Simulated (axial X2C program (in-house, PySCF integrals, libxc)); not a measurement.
Potential curves of AsF⁻, spin-free

Calculated with an in-house all-electron X2C program for linear molecules (integrals from PySCF). Spin-free means the one-electron spin-free X2C Hamiltonian. Basis: As dyall-acv3z [10s10p7d5f1g], F dyall-av3z [7s6p3d2f] (cores contracted in-house); Gaussian nuclei, density fitting, unrestricted open shells. Masses: As 74.922 u, F 18.998 u.

State: M_S = 1/2, Λ = 1 (beyond evenly filled blocks: π+α, π+β, π-α). Energies in cm⁻¹ from the fragments at the same level (As + F-). Fits are polynomials in 1 − R0/R over 0.85 to 1.23 times the lowest point R0.

```
 R (Å)     HF
1.6025  -2682
1.6762  -5613
1.7315  -6726
1.7867  -7171
1.8420  -7122
1.9065  -6618
1.9709  -5783
2.0538  -4404
2.1551  -2480
2.3025    419
```

One determinant describes the state; a PBE0 search over occupations chose it and may have missed a lower one. Dissociation energies refer to the lowest single-determinant-based atoms at the same level and basis. Hartree–Fock gets electron affinities wrong, so its lowest charge split need not be the true one.

(1) What are Re, ωe and De at the HF level?

Results:

(1) At HF, spin-free: Re = 1.807 Å, ωe ≈ 564 cm⁻¹, De = 0.89 eV to As + F-; Be follows as 0.341 cm⁻¹.
